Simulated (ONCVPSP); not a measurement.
# aluminium (Al): one change to an ONCV potential, before and after

- Element: Al (Z = 13)
- Generator: ONCVPSP 4.0.1
- Type: optimised norm-conserving Vanderbilt (ONCV)
- Functional: PW91
- Relativity: scalar-relativistic
- Frozen core: [Ne]
- Valence charge: 3
- Reference configuration: 3s1 3p2
- Partial waves: 3s: rc 1.80 bohr, ncon 4, nbas 9, qcut 4.6 1/bohr, 2 projectors, debl 1.2 Ha; 3p: rc 2.10 bohr, ncon 4, nbas 8, qcut 4.3 1/bohr, 2 projectors, debl 2.7 Ha
- Local potential: polynomial inside 1.15 bohr (lpopt 5, dvloc0 6 Ha)
- Core correction: none

All-electron outer shells of the reference configuration (PW91, scalar-relativistic, ld1.x):

```
shell  level (eV)  outermost node (bohr)  outermost maximum (bohr)
   2s     -110.04                   0.16                      0.50
   2p      -71.60                      –                      0.43
   3s       -8.61                   0.80                      2.06
   3p       -3.37                   0.81                      2.58
```

Change: p: qcut 3.1.

Cutoffs: the cutoffs (Ha) at which the residual kinetic energy of the hardest occupied pseudo-wave falls to 1 and 0.1 mHa per electron; they do not see the model core or the augmentation charge, which bear on the density cutoff. Errors are all-electron minus pseudo energies relative to the spin-unpolarised reference configuration.

What does the change do?

The potential gets neither clearly harder nor softer (6.2 Ha and 8.1 Ha → 6.2 Ha and 8.1 Ha); of the 4 tests that both files solve, the error grows in 2 and shrinks in 0 by more than 15 % and 0.3 meV (median size 3.9 → 4.5 meV); neither file shows a bound ghost.

```tsv
quantity	base	changed
cutoff, loose	6.2 Ha	6.2 Ha
cutoff, tight	8.1 Ha	8.1 Ha
loose cutoff by channel	s 6.2 Ha, p 2.2 Ha	s 6.2 Ha, p 2.2 Ha
bound ghosts	none	none
GHOST(+) flags under 300 eV	none	none
error for 3s2 3p1, meV [ΔE -5.15 eV]	+6.3	+6.6
error for 3s2 3p0, meV [ΔE 0.65 eV]	+1.1	+1.6
error for 3s1 3p0, meV [ΔE 19.93 eV]	-1.6	-2.3
error for 3s0 3p3, meV [ΔE 5.32 eV]	+9.2	+9.7
s: phases at 1.83 bohr within 0.05 rad from the reference energy up to (Ha; the scan ends near 5)	3.1	3.1
p: phases at 2.13 bohr within 0.05 rad from the reference energy up to (Ha; the scan ends near 5)	3.4	3.4
```
